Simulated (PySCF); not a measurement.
Spinor energies of Nb²⁺ (niobium, charge +2)

Start: [Kr] 4d2 5p1; 4d5/2 filled at m_j = +3/2, +5/2; 5p3/2 filled at m_j = +3/2. Calculated with PySCF 2.14 in x2c-TZVPall-2c with one added diffuse shell each of s, p, d type (9s10p8d1f, 86 functions): generalised Hartree-Fock with the X2C-1e Hamiltonian and a Gaussian nucleus; one run each with spin-orbit coupling (SO) switched off, then screened by Boettger's factors. This is a chosen level, not necessarily the ground level.

```csv
spinor shell,electrons,"ε, spin-free (eV)","ε, screened SO (eV)",weight of nominal j (screened SO),"rms radius, screened SO (bohr)"
1s1/2,2,-19110.7,-19109.9,1.000,0.0415
2s1/2,2,-2767.2,-2767.0,1.000,0.171
2p1/2,2,-2467.0,-2533.1,1.000,0.149
2p3/2,4,-2467.0,-2436.1,1.000,0.154
3s1/2,2,-513.14,-513.15,1.000,0.471
3p1/2,2,-412.27,-423.45,1.000,0.471
3p3/2,4,-412.27,-407.10,1.000,0.481
3d3/2,4,-247.22,-248.95,0.984,0.472
3d5/2,6,-247.22,-246.14,0.989,0.474
4s1/2,2,-95.338,-95.388,1.000,1.23
4p3/2,4,-65.513,-64.848,0.911,1.37
4p1/2,2,-65.513,-67.102,0.822,1.35
4d5/2,2,-29.537,-29.505,0.885,1.91
5p3/2,1,-16.559,-16.476,1.000,3.80
```

```csv
quantity,spin-free,screened SO
E (hartree),-3816.03764,-3816.43717
M_J,11/2,11/2
⟨J²⟩,35.758,35.758
⟨L²⟩,20.007,20.027
⟨S²⟩,3.751,3.755
```

Each row is a mean over spinors that exchange with the open shell spreads, by up to 6.445 eV (4p3/2).

Rows whose weight is well below 1 are mixtures of j = l ± 1/2: exchange outweighs spin-orbit coupling there, and the label is only the starting occupation.

Breit and QED terms are absent; they matter most for the inner s and p1/2 levels.

Densities and radii are taken from the X2C orbitals without a picture-change correction, which distorts them close to the nucleus.

Without spin-orbit coupling the j labels of p, d and f shells carry no meaning; the spin-free column gives the mean over the occupied spinors of each nl shell.
